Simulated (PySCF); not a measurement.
Isomers of [C8H7O2]+ (charge +1), one GFN2-xTB conformer each. Single-point energies are computed at PBE0/pcSseg-1 (PySCF, gas phase, no added dispersion term), electronic only.

Question: Rank them by PBE0/pcSseg-1 energy, lowest first (kcal/mol).
A. `[CH3:1][O:2][c:3]1[cH:4][cH:5][cH:6][cH:7][c:8]1[C:9]#[O+:10]` (charge +1) with C1–O2–C3–C4 0°
B. `[CH:1]#[C:2][c:3]1[cH:4][cH:5][o+:6][c:7]([O:8][CH3:9])[cH:10]1` (charge +1) with O6–C7–O8–C9 0°

Answer: A (0.0), B (38.1).

GFN2-xTB itself gives, in the same order: 0.0, 18.5. Both levels put the same isomer lowest.

Q: Which frontier levels and rotational constants go with these structures?

A: 
```
            SMILES  HOMO (eV, PBE0/pcSseg-1)  LUMO (eV)       A, B, C (MHz)
  COc1ccccc1C#[O+]                    -11.91      -7.47   1578, 1483, 768.2
C#Cc1cc[o+]c(OC)c1                    -12.22      -7.33  3454, 830.3, 672.3
```
